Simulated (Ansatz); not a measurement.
Calculated with Ansatz (gas phase, PBE0-D4/def2-TZVP geometries, no zero-point term in ΔE). CCSD(T)/CBS is the MP2 limit (def2-TZVPP, def2-QZVPP) plus CCSD(T) − MP2 in def2-TZVPP, frozen cores. Functionals use def2-TZVPP. B3LYP here is the variant with VWN-RPA as its local correlation; programs differ in this. def2 core potentials past Kr. For In, Zr outer-core shells are correlated without core-valence functions, which leaves a few kJ/mol of doubt a bond. Each species was taken in one conformer, which may not be the lowest.

Consider the redistribution: `[NH2][In]([F])[SH]` + `[NH2][Zr]([OH])([Cl])[Cl]` → `[NH2][In]([OH])[SH]` + `[NH2][Zr]([F])([Cl])[Cl]`.

(1) Is it downhill or uphill in electronic energy at CCSD(T)/CBS, and by how much? (Estimate.)

(2) What do these levels give: B3LYP-D4, PBE, r2SCAN, CCSD(T)/def2-TZVPP, MP2/CBS(def2), CCSD/CBS(def2)? (An estimate is asked.)

Largest T1 diagnostic among the species: 0.016.

## Answers

(1) Ansatz gave: Downhill: ΔE = -3.3 kJ/mol.

(2) Ansatz gave: B3LYP-D4 -2.0, PBE -7.7, r2SCAN -5.4, CCSD(T)/def2-TZVPP -4.3, MP2/CBS(def2) -2.8, CCSD/CBS(def2) -1.8 kJ/mol.

From PBE to PBE0 (25 % exact exchange), in def2-TZVPP and without D4, ΔE moves by +3.4 kJ/mol. In def2-TZVPP, CCSD(T) changes the Hartree–Fock value by −8.6 kJ/mol (the triples alone add −1.5 kJ/mol) and MP2 by −8.1 kJ/mol.
